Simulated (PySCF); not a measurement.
**Ne⁺: excitation energy**

Ne⁺ [He] 2s2 2p5 (2P) → Ne⁺ [He] 2s1 2p5 3s1 (4P), as a difference of total energies. Calculation: PySCF 2.14, in aug-cc-pCVQZ-DK; scalar relativity by spin-free X2C-1e. Correlated levels: valence: 1s2 frozen; valence and next inner shell: nothing frozen. The calculations carry no spin-orbit coupling.

```csv
method,excitation energy (eV)
UHF,52.561
LDA,50.199
PBE,50.241
PBE0,51.129
r2SCAN,51.537
BP86,50.409
wB97X-V,51.415
BHandHLYP,51.943
ROHF,52.512
MP2 (valence),52.476
SCS-MP2 (valence),52.377
MP2 (valence and next inner shell),52.430
SCS-MP2 (valence and next inner shell),52.350
```

Task: How much does correlation contribute at MP2 (valence and next inner shell)?

Result: 52.430 − (52.561) = -0.131 eV, measured against UHF.

The upper state lies above the first ionisation limit, where it may autoionise and the basis confines it. A Rydberg-like electron needs more diffuse functions than a valence basis has.

The promoted electron is Rydberg-like, and one or two diffuse shells describe it only roughly, which tends to raise the upper state.
